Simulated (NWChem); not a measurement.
## Basis-set dependence for Sb (-1)

SMILES: [Sb-]
```xyz
1

Sb     0.0000     0.0000     0.0000
```
Charge -1, spin multiplicity 3.

The numbers come from NWChem runs, not from measurements.

Hartree-Fock energies in Ha, correlation energies in mHa.

Effective core potentials replace the inner electrons of Sb; spin-orbit coupling is left out. The correlated methods keep 4 core orbitals frozen. The stability of the SCF solutions was not checked. Open-shell Hartree-Fock references start from PBE0 orbitals. Coupled-cluster values serve here as a point of comparison, not as the truth.

```json
[
 {"basis": "def2-SVPD", "functions": "32", "UHF": "-239.25398", "UMP2": "-85.7", "SCS-UMP2": "-80.5", "CCSD on ROHF": "-103.2", "CCSD[T] on ROHF": "-105.8", "CCSD(T) on ROHF": "-105.8", "CCSD on UHF": "-99.7", "CCSD[T] on UHF": "-102.1", "CCSD(T) on UHF": "-102.0"},
 {"basis": "def2-TZVPD", "functions": "56", "UHF": "-239.27116", "UMP2": "-308.5", "SCS-UMP2": "-274.1", "CCSD on ROHF": "-310.1", "CCSD[T] on ROHF": "-318.8", "CCSD(T) on ROHF": "-318.4", "CCSD on UHF": "-306.0", "CCSD[T] on UHF": "-314.3", "CCSD(T) on UHF": "-313.8"}
]
```

From def2-SVPD to def2-TZVPD the Hartree-Fock energy moves by -17.2 mHa and the UMP2 correlation energy by -222.8 mHa, which is 72 % of its value in the larger set.
